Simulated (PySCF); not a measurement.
**How the method changes the constants of TiO⁻**

State: ²Δ (doublet), unpaired electrons δ ↑. Set-up: Ti def2-TZVPPD, O def2-TZVPPD; no relativity (PySCF 2.14). De refers to Ti (3d2 4s2) + O⁻ in their high-spin ground configurations, without counterpoise correction. The functionals are run spin-unrestricted. A positive dipole points towards O; it is taken about the centre of mass and depends on that origin. Levels whose curve was spin-contaminated or gave no clean fit are not listed.

```json
{"Level": "ROHF-MP2", "Re (Å)": "1.637", "ωe (cm⁻¹)": "1011", "De (eV)": "n/a", "μ (D)": "n/a", "CPU s a point (SCF and correlation, without the integrals)": "3.5"}
{"Level": "ROHF-SCS-MP2", "Re (Å)": "1.642", "ωe (cm⁻¹)": "1001", "De (eV)": "n/a", "μ (D)": "n/a", "CPU s a point (SCF and correlation, without the integrals)": "n/a"}
{"Level": "ROHF-CCSD", "Re (Å)": "1.640", "ωe (cm⁻¹)": "1010", "De (eV)": "n/a", "μ (D)": "n/a", "CPU s a point (SCF and correlation, without the integrals)": "n/a"}
{"Level": "ROHF-CCSD(T)", "Re (Å)": "1.657", "ωe (cm⁻¹)": "966", "De (eV)": "n/a", "μ (D)": "n/a", "CPU s a point (SCF and correlation, without the integrals)": "180"}
{"Level": "PBE", "Re (Å)": "1.643", "ωe (cm⁻¹)": "964", "De (eV)": "n/a", "μ (D)": "1.67", "CPU s a point (SCF and correlation, without the integrals)": "1.9"}
{"Level": "revPBE", "Re (Å)": "1.649", "ωe (cm⁻¹)": "953", "De (eV)": "n/a", "μ (D)": "1.85", "CPU s a point (SCF and correlation, without the integrals)": "1.6"}
{"Level": "PW91", "Re (Å)": "1.643", "ωe (cm⁻¹)": "966", "De (eV)": "n/a", "μ (D)": "1.59", "CPU s a point (SCF and correlation, without the integrals)": "1.4"}
{"Level": "PBE0", "Re (Å)": "1.628", "ωe (cm⁻¹)": "1006", "De (eV)": "n/a", "μ (D)": "1.66", "CPU s a point (SCF and correlation, without the integrals)": "4.4"}
{"Level": "MN15", "Re (Å)": "1.628", "ωe (cm⁻¹)": "1021", "De (eV)": "n/a", "μ (D)": "1.01", "CPU s a point (SCF and correlation, without the integrals)": "3.9"}
{"Level": "LC-ωPBE", "Re (Å)": "1.624", "ωe (cm⁻¹)": "1014", "De (eV)": "n/a", "μ (D)": "2.03", "CPU s a point (SCF and correlation, without the integrals)": "4.4"}
{"Level": "B2PLYP", "Re (Å)": "1.651", "ωe (cm⁻¹)": "977", "De (eV)": "n/a", "μ (D)": "1.05", "CPU s a point (SCF and correlation, without the integrals)": "4"}
```

Problem. What does a quarter of exact exchange do here, going from PBE to PBE0?

Solution. PBE0 less PBE: -1.5 pm in Re, +4.4 % in ωe. Exact exchange removes part of the self-interaction that spreads semilocal densities, and in most molecules shortens and stiffens the bond and lowers De; so it does here.

Problem. What does the triples do here, going from ROHF-CCSD to ROHF-CCSD(T)?

Solution. ROHF-CCSD(T) less ROHF-CCSD: +1.7 pm in Re, -4.4 % in ωe. Correlation nearly always deepens the well. The bond lengthens, as in strong covalent bonds, where excitations into antibonding orbitals dominate.

Correlated steps freeze 6 core orbitals. De is left out where the level can put another filling of the metal’s s and d shells below the measured ground configuration, by anything from nothing to about 1 eV. The highest Kohn–Sham level is positive in this anion. Much of that is self-interaction error, but it also means that the finite basis helps to hold the extra electron. B2PLYP dipoles, levels and charges come from its SCF part alone. The CCSD T1 diagnostic is raised, a sign that a single reference may not be enough here. With d or f electrons several states lie close, and the lowest PBE0 determinant need not be the measured ground state.

The whole job (state search and all levels along the bond) took about 20 min on 2 threads of AMD EPYC 7R13 (shared host), peak memory 6.5 GiB.
